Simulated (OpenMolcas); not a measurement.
A run on Ni3+ with 6 ligands (fluoride) in tetragonal octahedral coordination (D4h) at 1.91 Å, the axial distance 2.286 Å. A charge of +0.5 e stands 2.8 Å behind each ligand. Ligand basis ANO-RCC-VDZP.

| Quantity | Value |
| --- | --- |
| Program | OpenMolcas 26.06 |
| Method | SS-CASPT2, IPEA 0.25 Eh, imaginary shift 0.1 Eh (closed shells correlated: 3s 3p and the ligand valence shells) |
| Basis | ANO-RCC-VTZP [6s5p3d2f1g] |
| Scalar Hamiltonian | DKH2, point nucleus |
| Active space | 7 electrons in 5 orbitals (3d) |
| State averaging | 2S+1 = 4 even, 10 roots; 2S+1 = 2 even, 40 roots |
| Spin-orbit coupling | state interaction with AMFI integrals over the reference wave functions |

First CASPT2 step and the start of its output:

```
&CASPT2
Multistate=10 1 2 3 4 5 6 7 8 9 10
NoMult
Frozen=5 6
IPEA=0.25
Imaginary=0.1
MaxIter=60
WThr=0.0 0.3 0.05
PrWF=0.5
NoMix
```

```
--- CASPT2 ---
Orbital specifications:
      -----------------------

      Symmetry species                           1   2
                                                ag  au
      Frozen orbitals                            5   6
      Inactive orbitals                         13  15
      Active orbitals                            5   0
      Secondary orbitals                        49  50
      Deleted orbitals                           0   0
      Number of basis functions                 72  71
Type of calculation                        SS-CASPT2
      Fock operator                              state-specific
      IPEA shift                                 0.25
      Real shift                                 0.00
      Imaginary shift                            0.10
      The input orbitals will be transformed to quasi-canonical
Reference energy:       -2117.2908948566
      E2 (Non-variational):      -1.9337516928
      Shift correction:          -0.0016498202
      E2 (Variational):          -1.9354015130
      Total energy:           -2119.2262963697
      Residual norm:              0.0000005893
      Reference weight:           0.70032
      Contributions to the CASPT2 correlation energy
      Active & Virtual Only:         -0.1827487902
      One Inactive Excited:          -0.3308144812
      Two Inactive Excited:          -1.4201884214
Reference energy:       -2117.2879293336
      E2 (Non-variational):      -1.9336497868
      Shift correction:          -0.0017478188
      E2 (Variational):          -1.9353976056
      Total energy:           -2119.2233269392
      Residual norm:              0.0000003106
      Reference weight:           0.70018
      Contributions to the CASPT2 correlation energy
      Active & Virtual Only:         -0.1830164369
...
```

Over all roots the printed reference weights run from 0.11 to 0.71, and roots that are degenerate in the reference spread by up to 43 cm-1.

Q: Did the run give usable levels, and if not, why?

A: No. The equations converged, but the reference weight falls to 0.11 for at least one root against 0.71 for the best. A drop of that size marks an intruder state, so the energies of such roots and the levels built on them can't be trusted.
